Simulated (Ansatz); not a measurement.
Coupled-cluster diagnostics for the cluster Si₈P⁻, Ansatz.

Geometry of the singlet (r2SCAN-D4/def2-SVPD):

```xyz
9

P     2.146   -0.507    0.016
Si   -1.171    1.240    0.282
Si   -1.694   -1.122   -0.471
Si   -0.977    0.927   -2.031
Si    0.330   -1.687    0.931
Si   -1.297   -0.301    2.040
Si    1.161    1.545   -0.771
Si    0.532   -0.910   -1.646
Si    0.971    0.815    1.650
```

Correlated methods freeze 45 core orbitals. The structure comes from a short search, and lower isomers may exist.

Task: Estimate the CCSD(T) correlation energy, the shares of MP2 and (T), T1 and the reference's ⟨S²⟩ for: charge -1, singlet, own geometry in def2-SVPD; and the rough time on 4 threads of Intel Xeon on a shared host.

Result: 
```json
{"state": "charge -1, singlet, own geometry", "basis": "def2-SVPD", "correlation (eV)": "-29.411", "MP2 share (%)": "94.2", "(T) share (%)": "8.9", "T1": "0.029", "⟨S²⟩ (pure)": "0.00 (0.00)", "wall time": "65 s", "remarks": "large T1, restricted SCF unstable"}
```
Customary marks for T1 are 0.02 (closed shells), 0.045 (open shells) and about 0.05 (3d metals). T1 exceeds 0.02 in 1 of 1 rows and 0.045 in 0; the higher it lies, the less the single-reference result can be trusted.
